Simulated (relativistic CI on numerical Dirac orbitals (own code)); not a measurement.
A reference radial Dirac CI calculation of In gave the lowest total energy -5873.54024 Ha in 34 SCF steps, from this input:

```
atom In  Z=49  charge=0  electrons=49
nucleus A=115  rms_radius_fm=4.6156
hamiltonian dirac-coulomb  breit=on  qed=on  c_scale=1
orbitals kli  potential=per-configuration
slater_scale 1
correlation none
mixing on
grid step=0.0125 r_max=201.2
scf mixing=0.4 start=green max_iterations=150 tolerance=2e-08 node_fill=0.05
configurations
  [Kr] 4d10 5s2 5p
  [Kr] 4d10 5s2 5d
  [Kr] 4d10 5s 5p2
end
```

One setting was then changed, and the output read:

```
SCF 1: [Kr] 4d10 5s2 5p
 iter      energy (Ha)   residual   last orbital (Ha)
    1     -5739.843995   6.77e-01     -0.21093
    2     -5741.220057   2.65e-01     -0.17919
    3     -5741.371059   1.17e-01     -0.18359
    4     -5741.399066   1.20e-02     -0.19058
    5     -5741.398846   3.63e-03     -0.19142
    6     -5741.398835   3.76e-03     -0.19139
    7     -5741.399133   3.45e-04     -0.19254
    8     -5741.399125   1.64e-04     -0.19251
    9     -5741.399117   8.17e-06     -0.19249
   10     -5741.399117   5.98e-08     -0.19249
   11     -5741.399117   2.36e-08     -0.19249
   12     -5741.399117   3.97e-10     -0.19249
SCF 2: [Kr] 4d10 5s2 5d
 iter      energy (Ha)   residual   last orbital (Ha)
    1     -5739.783316   6.66e-01     -0.05790
    2     -5741.086793   2.66e-01     -0.05663
    3     -5741.239963   1.14e-01     -0.05664
    4     -5741.265585   1.38e-02     -0.05666
    5     -5741.265282   2.87e-03     -0.05648
    6     -5741.265622   1.54e-03     -0.05652
    7     -5741.265486   2.72e-04     -0.05650
    8     -5741.265515   2.35e-05     -0.05650
    9     -5741.265515   1.24e-05     -0.05650
   10     -5741.265514   2.41e-07     -0.05650
   11     -5741.265514   7.16e-09     -0.05650
SCF 3: [Kr] 4d10 5s 5p2
 iter      energy (Ha)   residual   last orbital (Ha)
    1     -5739.738203   6.69e-01     -0.21093
    2     -5741.058426   2.65e-01     -0.18330
    3     -5741.210290   1.18e-01     -0.19146
    4     -5741.237936   1.40e-02     -0.19989
    5     -5741.237871   1.97e-03     -0.19979
    6     -5741.238136   1.70e-03     -0.20081
    7     -5741.238011   5.45e-05     -0.20062
    8     -5741.238020   9.03e-06     -0.20062
    9     -5741.238020   3.90e-06     -0.20061
   10     -5741.238020   2.97e-08     -0.20061
   11     -5741.238020   6.04e-09     -0.20061
orbital energies (Ha): 4s -4.1734  4p1/2 -2.9017  4p3/2 -2.8995  4d3/2 -0.8288  4d5/2 -0.8284  5s -0.3701  5p1/2 -0.1926  5p3/2 -0.1925
configuration averages (Ha): Dirac-Coulomb, Breit, QED
  5s2 5p                       -5741.399117    0.039818    1.738049
  5s2 5d                       -5741.265514    0.039816    1.738095
  5s 5p2                       -5741.238020    0.039817    1.737821
levels: no., configuration, term, J, E (cm-1), weight
   1 5s2 5p                 2P*  1/2              0.0  1.00
   2 5s2 5p                 2P*  3/2             20.0  1.00
   3 5s 5p2                 4P   1/2          19388.6  1.00
   4 5s 5p2                 4P   3/2          19397.1  1.00
   5 5s 5p2                 4P   5/2          19411.3  1.00
   6 5s2 5d                 2D   3/2          27753.5  0.87
   7 5s2 5d                 2D   5/2          27753.9  0.87
   8 5s 5p2                 2D   3/2          40243.8  0.87
   9 5s 5p2                 2D   5/2          40250.2  0.87
  10 5s 5p2                 2S   1/2          48663.8  1.00
  11 5s 5p2                 2P   1/2          57137.2  1.00
  12 5s 5p2                 2P   3/2          57150.3  1.00
lowest total energy -5739.621311 Ha
end: converged
```

**Question.** Which setting was changed?
A. Slater scale
B. speed of light
C. charge
D. SCF tolerance

**Answer.** B. The speed of light × 10.
